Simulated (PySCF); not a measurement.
From one molecule to another.

First species: C₄H₁₄N₂OSi₂.
Atom-mapped SMILES: `[CH2:1]=[CH:2][Si@:3]([NH2:4])([O:5][SiH3:6])[N:7]([CH3:8])[CH3:9]` (hydrogens: H10, H11 on C1; H12 on C2; H13, H14 on N4; H15, H16, H17 on Si6; H18, H19, H20 on C8; H21, H22, H23 on C9)

Second species: C4H14N2OSi2.
Atom-mapped SMILES: `[CH3:1][NH:2][Si@@H:3]1[CH2:4][CH2:5][Si@:6]([CH3:7])([NH2:8])[O:9]1` (hydrogens: H10, H11, H12 on C1; H13 on N2; H14 on Si3; H15, H16 on C4; H17, H18 on C5; H19, H20, H21 on C7; H22, H23 on N8)

Structure used (GFN2-xTB), in Å, numbered top down from 1:
```xyz
23
C4H14N2OSi2 angstrom
C      3.503   -0.149    1.132
N      2.082   -0.260    1.347
Si     1.031   -0.765    0.088
C      0.774    0.613   -1.195
C     -0.723    0.612   -1.531
Si    -1.647    0.072    0.045
C     -3.178   -1.007   -0.183
N     -2.080    1.463    0.973
O     -0.461   -0.834    0.747
H      4.011   -1.120    1.146
H      3.951    0.486    1.899
H      3.671    0.304    0.159
H      1.871   -0.617    2.267
H      1.269   -2.084   -0.514
H      1.038    1.574   -0.747
H      1.376    0.514   -2.098
H     -1.037    1.579   -1.920
H     -0.905   -0.117   -2.322
H     -2.970   -1.874   -0.799
H     -3.545   -1.360    0.774
H     -3.969   -0.437   -0.654
H     -2.723    1.342    1.740
H     -1.342    2.091    1.250
```

Levels: PBE0/pcSseg-1 for HOMO energy, LUMO energy and HOMO–LUMO gap. Geometries: GFN2-xTB. All species are isolated and taken at one optimised geometry, non-relativistic unless stated. Electronic properties by PySCF.

Dipoles, sizes and rotational constants follow the conformer. The torsions of the flexible species, by atom-mapped SMILES:
- `[CH2:1]=[CH:2][Si@:3]([NH2:4])([O:5][SiH3:6])[N:7]([CH3:8])[CH3:9]`: C1–C2–Si3–N4 -15°, C2–Si3–O5–Si6 -64°, C2–Si3–N7–C8 163°, H–N4–Si3–C2 -77°, H–N4–Si3–C2 61°

The conformers of `CN[Si@@H]1CC[Si@](C)(N)O1` aren't listed.

Values for the first species:

```
HOMO energy   : -6.23 eV
LUMO energy   : -0.20 eV
HOMO–LUMO gap : 6.03 eV
```

Question: Estimate the same properties for the second species, and the change in each.

Answer: 
```
     property     first    second  second less first
  HOMO energy  -6.23 eV  -6.66 eV           -0.43 eV
  LUMO energy  -0.20 eV   0.93 eV           +1.13 eV
HOMO–LUMO gap   6.03 eV   7.59 eV           +1.56 eV
```

On the first:  GFN2-xTB frequencies show an imaginary mode (38i cm⁻¹), so this geometry is no minimum at that level.

